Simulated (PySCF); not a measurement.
## Radial density of Cu³⁺ (copper, charge +3)

r2SCAN, [Ar] 3d8, high-spin 3F determinant. All numbers are calculated (PySCF 2.14, a scalar-relativistic core potential, in aug-cc-pV5Z-PP with ECP10MDF (8s8p7d5f4g3h2i, 197 functions)). This is the valence pseudo-density: the core potential removes the inner electrons and smooths the orbitals near the nucleus.

| r (bohr) | 4πr²ρ (e/bohr) | 4πr²(ρα − ρβ) |
| --- | --- | --- |
| 0.00588 | 1.602e-05 | 0.0000 |
| 0.00989 | 4.063e-05 | 0.0000 |
| 0.0166 | 0.0001050 | 0.0000 |
| 0.0280 | 0.0003751 | 0.0000 |
| 0.0471 | 0.002923 | 0.0005 |
| 0.0792 | 0.03442 | 0.0078 |
| 0.133 | 0.3562 | 0.0832 |
| 0.224 | 2.567 | 0.5328 |
| 0.377 | 12.34 | 1.7451 |
| 0.634 | 22.27 | 2.3855 |
| 1.07 | 8.947 | 1.1431 |
| 1.79 | 0.9897 | 0.1756 |
| 3.02 | 0.02491 | 0.0041 |
| 5.07 | 5.434e-05 | 0.0000 |

Energies and moments cover only the electrons outside the core potential.
